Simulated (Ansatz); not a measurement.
Cost and result for the atomization energy of `[OH][Ga]([SH])[SH]` (7 atoms, 6 bonds).

Cartesian coordinates in Å:
```
O 1.0800 1.3357 -0.5730
Ga -0.0375 0.0574 -0.0378
S -2.1870 0.2153 -0.4539
S 0.8616 -1.6260 1.0295
H 0.6600 2.0623 -1.0383
H -2.4689 -0.9520 0.1486
H 2.0918 -1.0928 0.9248
```

The species carries charge 0 and has multiplicity 1. Correlated methods include outer-core shells of Ga, which these sets cover unevenly. Scalar relativity is left out up to krypton. The structure was optimised at the PBE0-D4/def2-TZVP level. It is one conformer, not always the lowest. Program: Ansatz. Hardware: A = 2 threads of an AMD EPYC 7R13 on a shared host; B = 2 threads of an AMD EPYC 7R13 on a shared host and a share of an NVIDIA H100 80 GB. Times are those of one run each, without the atoms' runs, and a repeat can differ threefold. Electronic energies, without spin–orbit coupling; frozen cores. CCSD(T)/CBS adds CCSD(T) − MP2 in def2-TZVPP to the MP2 limit, and its time is that of the two runs behind it. T1 = 0.013. With those shells the extrapolation isn't a true limit. B3LYP takes the VWN-RPA correlation (the form of Gaussian; ORCA's B3LYP/G).

CCSD(T)/CBS is a level of theory with its own doubt, some kJ/mol a heavy atom from the limit and from the frozen cores, so smaller differences don't rank the functionals.

```json
{"level": "PBE-D4/def2-TZVPP (with forces) [A]", "functions": "205", "wall time": "3 s"}
{"level": "PBE0-D4/def2-TZVPP [A]", "functions": "205", "wall time": "4.3 s"}
{"level": "CCSD(T)/def2-TZVPP [B]", "functions": "205", "wall time": "5.5 s"}
{"level": "r2SCAN-D4/def2-TZVPP (with forces) [A]", "functions": "205", "wall time": "5.5 s"}
{"level": "B2PLYP/def2-TZVPP [A]", "functions": "205", "wall time": "6 s"}
{"level": "B3LYP-D4/def2-TZVPP (with forces) [A]", "functions": "205", "wall time": "6 s"}
{"level": "ωB97X-V/def2-TZVPP [A]", "functions": "205", "wall time": "8 s"}
{"level": "ωB97M-V/def2-TZVPP (with forces) [A]", "functions": "205", "wall time": "11 s"}
{"level": "CCSD(T)/def2-QZVPP [B]", "functions": "376", "wall time": "11 s"}
{"level": "CCSD(T)/CBS(def2)", "functions": "–", "wall time": "17 s"}
```

Question: What atomization energy does each give, and how far from CCSD(T)/CBS? (Best estimate.)

Answer: Ansatz gave: 
```
                                 level  atomization (kJ/mol)  difference from CCSD(T)/CBS  per bond
   PBE-D4/def2-TZVPP (with forces) [A]                2187.2                         12.4       2.1
                PBE0-D4/def2-TZVPP [A]                2139.3                        -35.5      -5.9
                CCSD(T)/def2-TZVPP [B]                2109.1                        -65.7     -11.0
r2SCAN-D4/def2-TZVPP (with forces) [A]                2176.1                          1.3       0.2
                 B2PLYP/def2-TZVPP [A]                2114.4                        -60.4     -10.1
 B3LYP-D4/def2-TZVPP (with forces) [A]                2122.1                        -52.7      -8.8
                ωB97X-V/def2-TZVPP [A]                2173.3                         -1.5      -0.2
  ωB97M-V/def2-TZVPP (with forces) [A]                2163.6                        -11.2      -1.9
                CCSD(T)/def2-QZVPP [B]                2152.7                        -22.1      -3.7
                     CCSD(T)/CBS(def2)                2174.8                          0.0       0.0
```

In def2-TZVPP, CCSD(T) changes the Hartree–Fock value by +647.1 kJ/mol (the triples alone add +46.0 kJ/mol) and MP2 by +701.7 kJ/mol; breaking electron pairs costs correlation energy, which Hartree–Fock lacks. From PBE to PBE0 (25 % exact exchange), in def2-TZVPP and without D4, the atomization energy moves by −45.4 kJ/mol: exact exchange takes away binding that semilocal exchange gives to molecules. The D4 term adds +29.4 kJ/mol with B3LYP and +15.5 kJ/mol with PBE0; it sums over pairs of atoms, weighted by their polarisabilities, and B3LYP, whose exchange is more repulsive, gets the larger term.
